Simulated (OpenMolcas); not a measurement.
Computed levels of 4d⁴ in ions with 40 electrons, in cm-1 above ⁵D₀.

- Program: OpenMolcas
- Method: MS-CASPT2, IPEA 0.25 Eh, imaginary shift 0.1 Eh
- Basis: ANO-R2
- Scalar Hamiltonian: X2C, finite nucleus
- Spin-orbit coupling: RASSI with atomic mean-field integrals over the reference wave functions, term energies averaged over their components

Active space for each ion: 4 electrons in 10 orbitals (4d 5d); closed shells correlated by CASPT2: 4s 4p.

```tsv
Level	Mo2+	Tc3+	Ru4+	Pd6+	Ag7+
⁵D₁	241	346	487	957	1238
⁵D₂	670	946	1305	2410	3030
⁵D₃	1232	1719	2330	4100	5060
⁵D₄	1892	2610	3490	5920	7200
³P₀(1)	11670	14600	16720	19960	21710
³P₁(1)	12910	16370	19140	24080	26720
³H₄	13520	16000	18160	21980	24030
³H₅	14110	16840	19360	24240	26860
³H₆	14660	17600	20360	25880	28820
```

**Question.** Estimate ⁵D₄, ³P₀(1), ³P₁(1) for Rh5+ from its neighbours Ru4+ and Pd6+.

**Answer.** ⁵D₄ is fine structure, which grows about as the fourth power of a screened charge, so the fourth roots are averaged: ((3490^0.25 + 5920^0.25) / 2)^4 = 4585. The calculation gives 4550, so the estimate is off by +0.8 %.
³P₀(1) is another term, which grows about linearly with the charge: (16720 + 19960) / 2 = 18340. The calculation gives 18570, so the estimate is off by -1.2 %.
³P₁(1) is another term, which grows about linearly with the charge: (19140 + 24080) / 2 = 21610. The calculation gives 21730, so the estimate is off by -0.6 %.

Mixed levels, with the weight of the term that names them: Pd6+ ³H₄ (72 %), Ag7+ ³H₄ (69 %).

CASPT2 does not keep the components of a term degenerate, so their means are used; among the terms shown or strongly mixed into the levels shown the widest spread is 300 cm-1 (4d⁴ ³G, Pd6+). Active for correlation alone: 5d; no level in the range computed is led by a configuration that fills it, so any true level of that kind is missing. Only configurations of the active space appear.

A number in round brackets counts repeated terms of one configuration in the order of the reference energies.
